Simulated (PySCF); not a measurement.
# Orbital picture of SrHg

PBE0 at R = 4.098 Å; PySCF, scalar-relativistic core potentials, basis sets Sr def2-SVP with ECP28, Hg def2-SVP with ECP60. State: ¹Σ⁺ (singlet), closed shell. Only the outer orbitals are listed, counted within each symmetry, core potentials removing the inner ones.

| orbital | occ. | ε (eV) | on Sr (%) | main shells (%) |
| --- | --- | --- | --- | --- |
| 5σ | 2 | -11.82 | 0 | 100 Hg d |
| 3π | 2 | -11.80 | 0 | 100 Hg d |
| 3π | 2 | -11.80 | 0 | 100 Hg d |
| 1δ | 2 | -11.80 | 0 | 100 Hg d |
| 1δ | 2 | -11.80 | 0 | 100 Hg d |
| 6σ | 2 | -7.73 | 3 | 97 Hg s |
| 7σ | 2 | -3.98 | 93 | 92 Sr s |
| 4π | 0 | -1.03 | 76 | 65 Sr p, 24 Hg p, 11 Sr d |
| 4π | 0 | -1.03 | 76 | 65 Sr p, 24 Hg p, 11 Sr d |
| 8σ | 0 | -1.03 | 58 | 50 Sr p, 42 Hg p |

Task: Which are the highest filled and the lowest empty level, where do they sit, and how wide is the gap?

Result: Highest filled 7σ at -3.98 eV (in %: 92 Sr s); lowest empty 4π at -1.03 eV (in %: 65 Sr p, 24 Hg p, 11 Sr d); the gap at PBE0 is 2.95 eV.

```
bond order (Mayer)                               : 0.24
⟨S²⟩                                             : 0.000
charge on Sr (Mulliken, basis-dependent)         : 0.07
charge on Sr (Löwdin, basis-dependent)           : -0.08
dipole moment (positive dipole means Sr(−)Hg(+)) : 0.00 D
polarisability along the bond                    : 310.9 bohr³
polarisability across the bond                   : 211.9 bohr³
```

Closed-shell solutions of metal pairs were not tested for spin polarisation, which can lower them a little. Spin–orbit coupling is left out.
